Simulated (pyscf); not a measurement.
Routes from O=SiH–OH (SMILES O=[SiH]O)

Candidate steps break at most two bonds and form at most two. Each was searched with GFN2-xTB (tblite) first. Single points on ωB97X-D3(BJ)/def2-SVP structures (PySCF, gas phase). MP2 and CC: frozen core, UHF for open shells. ΔMP2 is the change of the MP2 total energy from the triple- to the quadruple-zeta basis. Energies: CCSD(T)/def2-TZVPP + ΔMP2(QZVPP), kcal/mol, from the reactant's lowest minimum found, singlet surface; ΔG‡ with ideal gas, 1 atm, RRHO with modes under 100 cm⁻¹ raised to 100, one conformer, R ln 2 for chiral ones without a mode under 150 cm⁻¹.

| products | type | ΔE‡ | ΔE | ΔG‡ 298 K | ΔG‡ 900 K | ν‡ (cm⁻¹) |
|---|---|---|---|---|---|---|
| O=SiH–OH | hydrogen shift | 43.9 | 0.0 | 41.8 | 44.2 | 1827i |
| HO–Si:–OH [singlet] | hydrogen shift | 54.6 | -8.1 | 51.0 | 48.9 | 1504i |

Plain bond fissions and candidates not yet searched are not listed, and one of them may be faster. Each barrier is that of the saddle found; lower ones may exist. The CCSD(T) − MP2 part came from Ansatz, without density fitting, on the same reference.
